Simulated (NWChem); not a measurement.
Molecule: TaNHClF2; SMILES [NH]=[Ta]([F])([F])[Cl]

Results from NWChem. Geometry: optimised at PBE0/def2-SVP. def2 effective core potentials on Ta; no spin-orbit coupling. Level r2SCAN/def2-SVP: energy and gradient on several grids; changes count from the extra-fine grid, which is no exact limit either.

Task: Which is the coarsest grid (xfine; fine; medium; coarse; xcoarse) from which on the energy stays within 100 μHa and each gradient component within 200 μHa/bohr of xfine?

Result: fine.
```
grid     size of the energy change (μHa)  largest change of a gradient component (μHa/bohr)
-------  -------------------------------  -------------------------------------------------
xcoarse                              200                                              10000
coarse                               100                                                400
medium                               200                                                100
fine                                  20                                               < 30
xfine                               < 10                                               < 30
```
